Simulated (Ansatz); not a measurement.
The same group exchange along the group B, Al, In.

Calculated with Ansatz (gas phase, PBE0-D4/def2-TZVP geometries, no zero-point term in ΔE). CCSD(T)/CBS adds triple-zeta CCSD(T) − MP2 to the extrapolated MP2 energy (def2 sets, frozen cores). This one scheme is used for every species. Functionals use def2-TZVPP. B3LYP here is the variant with VWN-RPA as its local correlation; programs differ in this. def2 core potentials past Kr. For In outer-core shells are correlated without core-valence functions, which leaves a few kJ/mol of doubt a bond. Each species was taken in one conformer, which may not be the lowest.

```
                                                  reaction  B3LYP-D4 (kcal/mol)  CCSD(T)/CBS(def2) (kcal/mol)
                       `CCB(O)S` + `C#N` → `CCC#N` + `OBS`                 -0.1                           1.6
`C[CH2][Al]([OH])[SH]` + `C#N` → `CCC#N` + `[OH][AlH][SH]`                 -1.8                          -0.5
`C[CH2][In]([OH])[SH]` + `C#N` → `CCC#N` + `[OH][InH][SH]`                 -5.9                          -3.1
```

Largest T1 diagnostic: 0.016, for `[OH][InH][SH]`.
